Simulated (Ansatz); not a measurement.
This singlet lies 3.05 eV below the relaxed triplet at the level composite: frozen-core CCSD(T) with HF/cc-pVQZ and the correlation energy extrapolated as X^-3 from cc-pVTZ and cc-pVQZ, plus CCSDT(Q) minus CCSD(T) in cc-pVDZ // PBE0-D3(BJ)/def2-TZVP (Ansatz, an electronic-structure program).

A geometry relaxed with PBE0-D3(BJ)/def2-TZVP run with Ansatz, charge 0, multiplicity 1:

```xyz
4

F      1.4331    -0.5550    -0.0443
H     -1.1253    -0.6164    -0.0124
O     -0.9302     0.3259     0.0272
Si     0.6224     0.8455     0.0294
```

Question: Write the SMILES of this molecule.

Answer: `O[Si]F`
